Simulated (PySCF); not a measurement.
C₄H₄ClNO.
SMILES: `Cc1cc(Cl)no1`

The closed-shell ground state was solved at several levels (PySCF, density fitting, gas phase, non-relativistic). Isolated species at its GFN2-xTB geometry, gas phase.

| level | basis functions | HOMO (eV) | LUMO (eV) | gap (eV) | dipole (D) |
| --- | --- | --- | --- | --- | --- |
| B3LYP/def2-SVPD | 182 | -7.53 | -0.91 | 6.62 | 3.84 |
| PBE0/pcSseg-1 | 146 | -7.73 | -0.58 | 7.15 | 3.88 |

(1) What might PBE0/def2-SVPD (182 basis functions) give for the same quantities?

(2) Over all these levels, which gives the widest orbital gap and which the narrowest?

(3) How far do the dipole and the HOMO energy spread over the levels?

Answers

(1) HOMO -7.75 eV, LUMO -0.67 eV, gap 7.08 eV, dipole 3.86 D.

(2) PBE0/pcSseg-1 (global hybrid, 25 % exact exchange) has the widest, 7.15 eV, and B3LYP/def2-SVPD (global hybrid, 20 % exact exchange) the narrowest, 6.62 eV. Functional and basis both differ between the two, so the spread mixes both effects.

(3) The dipole runs from 3.84 to 3.88 D (mean 3.86 D) and the HOMO from -7.75 to -7.53 eV.
